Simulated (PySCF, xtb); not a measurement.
C₃H₆OSi, SMILES [SiH3][C@@H]1C=CO1.

Harmonic wavenumbers (cm⁻¹) from xtb with GFN2-xTB at its own minimum, in rising order: 123, 165, 201, 481, 532, 557, 695, 751, 759, 772, 786, 812, 920, 970, 987, 1043, 1104, 1155, 1210, 1228, 1622, 2261, 2293, 2297, 2967, 3134, 3196.

What does PBE-D3(BJ)/def2-SVP (PySCF 2.14.0) give at its own minimum? (Estimate from the structure and the level; the computed values follow.)

163, 175, 212, 471, 536, 607, 662, 777, 831, 850, 877, 901, 911, 923, 941, 1025, 1096, 1134, 1185, 1258, 1571, 2162, 2172, 2194, 3005, 3150, 3224. Paired by order, the mean absolute difference is 43 cm⁻¹ and the zero-point energies are 47.2 and 47.2 kcal/mol.
